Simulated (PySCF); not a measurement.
An equivalent PySCF input for Cu⁺ (copper, charge +1), [Ar] 3d10, closed-shell 1S, with the non-relativistic Hamiltonian (point nucleus):

```python
from pyscf import gto, scf, dft, mp, cc
import basis_set_exchange as bse
mol = gto.M(atom="Cu 0 0 0", charge=1, spin=0, symmetry="D2h",
            basis=gto.basis.parse(bse.get_basis("pcseg-2", elements=["Cu"], fmt="nwchem", header=False)))
mf = dft.UKS(mol, xc="MN15")
mf.irrep_nelec = {'Ag': (5, 5), 'B1g': (1, 1), 'B2g': (1, 1), 'B3g': (1, 1), 'B1u': (2, 2), 'B2u': (2, 2), 'B3u': (2, 2)}
mf.kernel()
```

It reaches the same state as the run whose output follows, with an energy that differs only through the grid. The run itself started from symmetry-adapted Hartree-Fock orbitals and held the occupation by maximum overlap, on a logarithmic radial grid, so the iterations belong to that start.

```
SCF conv_tol = 1e-09
number electrons alpha = 14  beta = 14
XC functionals = MN15
    H. S. Yu, X. He, S. L. Li, and D. G. Truhlar.,  Chem. Sci. 7, 5032-5051 (2016)
    H. S. Yu, X. He, S. L. Li, and D. G. Truhlar.,  Chem. Sci. 7, 5032-5051 (2016)
cycle= 1 E= -1640.56138688856  delta_E= -0.00319  |g|= 0.319  |ddm|= 0.214
cycle= 2 E= -1640.51655902087  delta_E= 0.0448  |g|= 0.612  |ddm|= 0.256
cycle= 3 E= -1640.57731213949  delta_E= -0.0608  |g|= 0.00255  |ddm|= 0.172
cycle= 4 E= -1640.57731309476  delta_E= -9.55e-07  |g|= 0.00066  |ddm|= 0.000969
cycle= 5 E= -1640.57731316436  delta_E= -6.96e-08  |g|= 3.99e-06  |ddm|= 0.000182
cycle= 6 E= -1640.57731316436  delta_E= -5.68e-12  |g|= 1.41e-06  |ddm|= 4.26e-06
converged SCF energy = -1640.57731316436  <S^2> = -2.1316282e-14  2S+1 = 1
```
